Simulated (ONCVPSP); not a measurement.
**In, ONCV: configuration errors across variants**

* Element: indium (In)
* Generator: ONCVPSP 4.0.1
* Type: optimised norm-conserving Vanderbilt (ONCV)
* Functional: PBE
* Relativity: scalar-relativistic
* Frozen core: [Kr]
* Valence charge: 13
* Reference configuration: 4d10 5s2 5p1
* Partial waves: 5s: rc 2.35 bohr, ncon 4, nbas 8, qcut 2.2 1/bohr, 1 projector; 5p: rc 2.20 bohr, ncon 3, nbas 7, qcut 4.1 1/bohr, 2 projectors, debl 1.6 Ha; 4d: rc 1.15 bohr, ncon 3, nbas 5, qcut 7 1/bohr, 1 projector
* Local potential: polynomial inside 1.15 bohr (lpopt 5, dvloc0 0 Ha)
* Core correction: Teter function, fcfact 4.75, rcfact 1.55

All-electron excitation energies from the reference (eV): (1) 4d10 5s2 5p0 5.363; (2) 4d10 5s1 5p0 24.599; (3) 4d9 5s2 5p1 25.115.

3 further variants failed, have other tests or another functional or relativity, and are left out.

A true bound ghost makes a file unfit for plane-wave use even where its test errors are small: the radial tests pick states by their node count and pass the ghost by.

Errors AE − PS in meV (a dash: test not solved or not reliable):

```tsv
change	(1)	(2)	(3)	bound ghosts	GHOST(+) flags above zero
base	-1.6	-8.6	-58	s, p	none
core correction Teter function, fcfact 4.75, rcfact 0.96	-0.5	+18	-24	s, p	none
local potential polynomial inside 1.15 bohr (lpopt 5, dvloc0 -2 Ha)	-1.5	-7.2	-36	s, p	none
s: rc 3.1	+1.9	-31	+131	s, p	none
all radii but the core radius scaled by about 1.09 (s 2.56, p 2.40, d 1.26 bohr); local potential polynomial inside 1.26 bohr (lpopt 5, dvloc0 0 Ha)	-1.3	-9.0	-36	s	p
local potential polynomial inside 0.80 bohr (lpopt 5, dvloc0 -1 Ha)	-4.6	-32	-288	s, p	none
```

Task: Give the same row for: core correction polynomial model core, fcfact 0.6.

Result: -2.5, -9.7, -50; bound ghosts: s, p; GHOST(+) flags above zero: none.
